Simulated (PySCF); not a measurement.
**K: electron affinity**

K⁻ [Ar] 4s2 (1S) → K [Ar] 4s1 (2S), as a difference of total energies. Computed with PySCF 2.14 in dyall-av3z, with scalar relativity by spin-free X2C-1e. Correlated levels: valence: [Ar] frozen; virtual orbitals above 40 to 60 times the deepest correlated orbital energy dropped. The calculations carry no spin-orbit coupling.

| method | electron affinity (eV) |
| --- | --- |
| UHF | -0.081 |
| MP2 (valence) | 0.282 |
| SCS-MP2 (valence) | 0.355 |
| CCSD (valence) | 0.493 |

Errors of the correlated levels include the incompleteness of this basis and the frozen core.

A negative affinity means that the anion lies above the atom at that level of theory.

With two correlated electrons CCSD is exact in that space.

The coupled-cluster amplitudes are large for K⁻ (T1 above 0.03 or a double amplitude above 0.15), so a single reference is strained.

Problem. Which method comes closest to the reference value, and which is furthest?

Solution. The reference is 0.501 eV (measured; photodetachment measurements, as compiled on the Wikipedia data page of electron affinities). Closest: CCSD (valence) (error -0.008 eV); furthest: UHF (error -0.582 eV).
